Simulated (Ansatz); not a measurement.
`B/C=C/CCl` + H₂O → `B/C=C/CO` + HCl at 400 K and 1 bar (formal hydrolysis of a C–Cl bond).

Isolated molecules relaxed with PBE0-D4/def2-TZVP in Ansatz; ΔE leaves out vibrations. CBS: MP2 limit from def2 TZ/QZ plus the TZ coupled-cluster correction, frozen cores. This one scheme is used for every species. Double bonds are as drawn, so ΔE can hold a change between cis and trans. One conformer a species, not always the lowest.

| species | CCSD(T)/CBS energy (Eh) | H − E (kJ/mol) | S (J/(mol·K)) |
| --- | --- | --- | --- |
| `B/C=C/CCl` | -602.30248 | 247.4 | 363.3 |
| H₂O | -76.37941 | 69.8 | 198.6 |
| `B/C=C/CO` | -218.28965 | 284.2 | 358.9 |
| HCl | -460.38127 | 29.6 | 195.4 |

H − E and S are ideal-gas, rigid-rotor, harmonic terms from PBE0-D4/def2-TZVP, for one conformer and one mirror image of each species. 1 Eh = 2625.50 kJ/mol, R = 8.31446 J/(mol·K).

Q: By hand: ΔE, ΔH, ΔS and ΔG.

A: ΔE = (-218.28965) + (-460.38127) − (-602.30248) − (-76.37941) = 0.01097 Eh = 28.8 kJ/mol. Δ(H − E) = 284.2 + 29.6 − 247.4 − 69.8 = -3.4, so ΔH = 25.4 kJ/mol. ΔS = 358.9 + 195.4 − 363.3 − 198.6 = -7.6 J/(mol·K). ΔG = 25.4 − 400 × (-7.6)/1000 = 28.4 kJ/mol.

Q: By hand: the equilibrium constant, and the temperature at which ΔG would vanish if ΔH and ΔS stayed fixed.

A: log₁₀ K = −ΔG/(RT ln 10) = -3.7. ΔH and −TΔS have one sign here, so there is no such temperature.

The number of gas molecules stays the same, so ΔS is small and ΔH decides. A doubt of 5 kJ/mol in ΔE shifts log₁₀ K by 0.7 here. Other conformers and mirror images would add mixing entropy, several J/(mol·K) or more a flexible species. These are equilibria of isolated gas molecules and say nothing of rates. Largest T1 diagnostic: 0.011 (customary marks: 0.02 for closed shells, 0.045 for open ones).

ΔS is within the doubt of such terms, so its sign, and with it that verdict, could turn.
